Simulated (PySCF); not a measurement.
Compound: C₅H₉NSSi.
Geometry (GFN2-xTB, Å), atoms numbered from 1 in this order:
```xyz
17
C5H9NSSi angstrom
C      2.9444    0.0818    0.2733
S      1.6070   -0.1950    1.4705
C      0.2002   -0.3224    0.3258
C     -0.2732    1.0160   -0.2738
C     -1.7833    0.9332    0.0372
Si    -1.5136   -0.6032    1.1474
C     -2.3601   -2.1605    0.5630
N     -2.8877   -3.1092    0.1972
H      3.0157   -0.7741   -0.3925
H      2.7494    0.9909   -0.2883
H      3.8608    0.1855    0.8449
H      0.4808   -1.0548   -0.4315
H     -0.0531    1.1116   -1.3366
H      0.1881    1.8525    0.2504
H     -2.3775    0.7463   -0.8558
H     -2.1793    1.8280    0.5110
H     -1.6255   -0.5146    2.5973
```

Computed at PBE0/pcSseg-1 (PySCF, non-relativistic), with Q(33S) = −0.0678 b, Q(14N) = 0.02044 b: S2, 33S (I = 3/2): χzz = 49.67 MHz, η = 0.615; N8, 14N (I = 1): χzz = -5.579 MHz, η = 0.029.

Task: Find the zero-field quadrupole resonance frequencies of 33S at S2.

Result: From ν = (|χ|/2)√(1 + η²/3): ν = 26.36 MHz (sulfide sulfur).

Task: Where would the pure quadrupole (NQR) lines of 14N at N8 fall for the rigid, isolated species?

Result: From ν± = (3/4)|χ|(1 ± η/3) and ν0 = |χ|η/2: ν+ 4.225 MHz, ν− 4.143 MHz, ν0 0.082 MHz (cyano nitrogen).

In a crystal, neighbours and librations shift these lines. GFN2-xTB bond lengths can be off by several hundredths of an ångström, more for odd bonds, and the gradients follow them. The basis is small and wasn't made for field gradients, so the couplings can be 20 % off.

The run behind these numbers computed NMR shieldings as well. Time: 26 s; peak memory 0.86 GiB. Hardware: one thread, Intel Xeon 6975P-C (x86_64), on a shared host.

One conformer stands for the species.
